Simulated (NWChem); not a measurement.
Everything below was run with NWChem. System: C₄H₅O₂, charge 0, spin multiplicity 2, displaced from the optimised geometry. The structure started from a generated list of species. Its SCF solution wasn't tested for a lower state. Level: UPBE0/def2-SVP.

Part of the output:

```
             Northwest Computational Chemistry Package (NWChem) 7.3.0
             --------------------------------------------------------

                                NWChem Input Module
                                -------------------

 Scaling coordinates for geometry "geometry" by  1.889725989
 (inverse scale =  0.529177249)

 Turning off AUTOSYM since
 SYMMETRY directive was detected!

                             Geometry "geometry" -> ""
                             -------------------------

 Output coordinates in angstroms (scale by  1.889725989 to convert to a.u.)

  No.       Tag          Charge          X              Y              Z
 ---- ---------------- ---------- -------------- -------------- --------------
    1 C                    6.0000    -0.14164200     2.24082800     0.00000000
    2 C                    6.0000    -0.11065400     0.72304200     0.00000000
    3 O                    8.0000    -1.32854700     0.15865500     0.00000000
    4 C                    6.0000     1.06975300    -0.03377400     0.00000000
    5 C                    6.0000     0.96717400    -1.48923300     0.00000000
    6 O                    8.0000    -0.05175100    -2.17746500     0.00000000
    7 H                    1.0000    -0.70269000     2.60441700     0.90250900
    8 H                    1.0000     0.88818000     2.67564500     0.00000000
    9 H                    1.0000    -0.70269000     2.60441700    -0.90250900
   10 H                    1.0000    -1.21076800    -0.84275300     0.00000000
   11 H                    1.0000     2.06256600     0.46356400     0.00000000

 Effective nuclear repulsion energy (a.u.)     215.0281316414

            Nuclear Dipole moment (a.u.)
            ----------------------------
        X                 Y               Z
 ---------------- ---------------- ----------------
    -0.0000000000    -0.0000226767     0.0000000000

      Symmetry information
      --------------------

 Group name             Cs
 Group number              2
 Group order               2
 No. of unique centers    10

      Symmetry unique atoms

     1    2    3    4    5    6    7    8   10   11


 Summary of "ao basis" -> "" (spherical)
 ------------------------------------------------------------------------------
       Tag                 Description            Shells   Functions and Types
 ---------------- ------------------------------  ------  ---------------------
 *                          def2-svp                  on all atoms
[...]
     2   0 1 1     -0.000000     -0.000000      0.000000      0.000000
     2   0 0 2    -26.358248    -16.407079    -15.768593      5.817424

            General Information
            -------------------
          SCF calculation type: DFT
          Wavefunction type:  spin polarized.
          No. of atoms     :    11
          No. of electrons :    45
           Alpha electrons :    23
            Beta electrons :    22
          Charge           :     0
          Spin multiplicity:     2
          Use of symmetry is: on ; symmetry adaption is: on
          Maximum number of iterations: 100
          AO basis - number of functions:   109
                     number of shells:    51
          Convergence on energy requested:  1.00D-06
          Convergence on density requested:  1.00D-05
          Convergence on gradient requested:  5.00D-04

              XC Information
              --------------
                         PBE0 Method XC Functional
                     Hartree-Fock (Exact) Exchange  0.250
          PerdewBurkeErnzerhof Exchange Functional  0.750
            Perdew 1991 LDA Correlation Functional  1.000 local
           PerdewBurkeErnz. Correlation Functional  1.000 non-local

             Grid Information
             ----------------
          Grid used for XC integration:  medium
          Radial quadrature: Mura-Knowles
          Angular quadrature: Lebedev.
          Tag              B.-S. Rad. Rad. Pts. Rad. Cut. Ang. Pts.
          ---              ---------- --------- --------- ---------
          C                   0.70       49          11.0       434
          O                   0.60       49          12.0       434
          H                   0.35       45          11.0       434
          Grid pruning is: on
          Number of quadrature shells:   474
          Spatial weights used:  Erf1

          Convergence Information
          -----------------------
          Convergence aids based upon iterative change in
          total energy or number of iterations.
          Levelshifting, if invoked, occurs when the
          HOMO/LUMO gap drops below (HL_TOL):  1.00D-02
          DIIS, if invoked, will attempt to extrapolate
          using up to (NFOCK): 10 stored Fock matrices.

                    Damping( 0%)  Levelshifting(0.5)       DIIS
                  --------------- ------------------- ---------------
          dE  on:    start            ASAP                start
          dE off:    2 iters        100 iters           100 iters

      Screening Tolerance Information
      -------------------------------
          Density screening/tol_rho:  1.00D-10
          AO Gaussian exp screening on grid/accAOfunc:  14
          CD Gaussian exp screening on grid/accCDfunc:  20
          XC Gaussian exp screening on grid/accXCfunc:  20
          Schwarz screening/accCoul:  1.00D-08

                            NWChem DFT Gradient Module
                            --------------------------

  charge          =   0.00
  wavefunction    = open shell

  Using symmetry

                         DFT ENERGY GRADIENTS

    atom               coordinates                        gradient
                 x          y          z           x          y          z
   1 C      -0.267665   4.234551   0.000000    0.001657   0.003823   0.000000
   2 C      -0.209106   1.366351   0.000000   -0.000340   0.009493   0.000000
   3 O      -2.510590   0.299814   0.000000   -0.025258   0.004372   0.000000
   4 C       2.021540  -0.063824   0.000000    0.013780  -0.000778   0.000000
   5 C       1.827694  -2.814242   0.000000    0.031144   0.002055   0.000000
   6 O      -0.097795  -4.114812   0.000000   -0.032161  -0.025565   0.000000
   7 H      -1.327892   4.921634   1.705495   -0.006910   0.004877   0.010885
   8 H       1.678417   5.056236   0.000000    0.012577   0.006109   0.000000
   9 H      -1.327892   4.921634  -1.705495   -0.006910   0.004877  -0.010885
  10 H      -2.288020  -1.592572   0.000000   -0.000682  -0.016007   0.000000
  11 H       3.897685   0.876009   0.000000    0.013103   0.006743   0.000000

                 ----------------------------------------
                 |  Time  |  1-e(secs)   |  2-e(secs)   |
                 ----------------------------------------
                 |  CPU   |       0.01   |       1.37   |
                 ----------------------------------------
                 |  WALL  |       0.01   |       1.37   |
                 ----------------------------------------

 Task  times  cpu:        5.3s     wall:        5.3s

 Total times  cpu:        5.4s     wall:        5.4s
```

**Question.** Write an NWChem input that would produce this output.

**Answer.** One answer among several that fit: 
```
start mol
memory heap 200 mb stack 900 mb global 1100 mb
geometry units angstroms nocenter noautoz
  C     -0.141642     2.240828     0.000000
  C     -0.110654     0.723042     0.000000
  O     -1.328547     0.158655     0.000000
  C      1.069753    -0.033774     0.000000
  C      0.967174    -1.489233     0.000000
  O     -0.051751    -2.177465     0.000000
  H     -0.702690     2.604417     0.902509
  H      0.888180     2.675645     0.000000
  H     -0.702690     2.604417    -0.902509
  H     -1.210768    -0.842753     0.000000
  H      2.062566     0.463564     0.000000
  symmetry group Cs
end
basis spherical
  * library def2-svp
end
dft
  xc pbe0
  odft
  mult 2
  semidirect memsize 60000000 filesize 0
  iterations 100
  tolerances tight
end
task dft gradient
```
